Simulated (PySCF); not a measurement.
# Worked example: chemical shift, span and skew from a shielding tensor

Mg(F)(OMe) (CH3FMgO), SMILES C[O][Mg][F]. Atoms are numbered in the order given.

```xyz
7

Mg     0.0000     0.0000     0.7318
F      0.0000     0.0000     2.4946
O      0.0000     0.0000    -1.0332
C      0.0000     0.0000    -2.4137
H     -0.8907    -0.5142    -2.8285
H      0.8907    -0.5142    -2.8285
H      0.0000     1.0285    -2.8285
```

Coordinates come from a r2SCAN-D4/def2-SVP optimisation. Other conformers were not sampled.

GIAO shieldings from B3LYP/pcSseg-2 run with PySCF, non-relativistic, no solvent. The symmetric part of the tensor of F2 has the principal values 408.6, 408.6, 484.5 ppm. The same nucleus in CFCl3 has σ = 159.6 ppm at this level (PySCF, at its B3LYP-D3(BJ)/def2-TZVP geometry).

**Question.** Work out the isotropic shielding, the ¹⁹F shift against CFCl3, the span and the skew.

**Answer.** 
σ(iso) = (σ11 + σ22 + σ33)/3 = 433.9 ppm. δ = σ(ref) − σ(iso) = 159.6 − (433.9) = -274.3 ppm.
Span Ω = σ33 − σ11 = 75.9 ppm. Skew κ = 3(σ(iso) − σ22)/Ω = 1.00, an axial tensor. Tumbling in solution averages the tensor to δ; in a static solid the shielding alone would spread this spin-1/2 line over Ω.
